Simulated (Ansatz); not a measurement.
`[OH][GeH2][SH]` + `N[SiH3]` → `[OH][GeH2][NH][SiH3]` + H₂S  (ligand exchange at a Ge–S bond)

Computed with Ansatz on PBE0-D4/def2-TZVP structures; ΔE is electronic, products minus reactants. CCSD(T)/CBS is the MP2 limit (def2-TZVPP, def2-QZVPP) plus CCSD(T) − MP2 in def2-TZVPP, frozen cores. This one scheme is used for every species. For Ge outer-core shells are correlated without core-valence functions, which leaves a few kJ/mol of doubt a bond. Scalar relativity is left out up to krypton. Each species was taken in one conformer, which may not be the lowest.

```
               species  SCS-MP2/def2-QZVPP energy (Eh)
      `[OH][GeH2][SH]`                     -2551.17864
             `N[SiH3]`                      -346.75344
`[OH][GeH2][NH][SiH3]`                     -2498.99100
                   H₂S                      -398.93269
```

Problem. Work out ΔE.

Solution. ΔE = (-2498.99100) + (-398.93269) − (-2551.17864) − (-346.75344) = 0.00839 Eh = +5.3 kcal/mol. CCSD(T)/CBS gives +5.6 kcal/mol.

Largest T1 diagnostic among the species: 0.012.

The D4 term adds −1.0 kcal/mol with B3LYP and −0.6 kcal/mol with PBE0; it sums over pairs of atoms, weighted by their polarisabilities, and B3LYP, whose exchange is more repulsive, gets the larger term.

B3LYP here is the variant with VWN-RPA as its local correlation; programs differ in this.
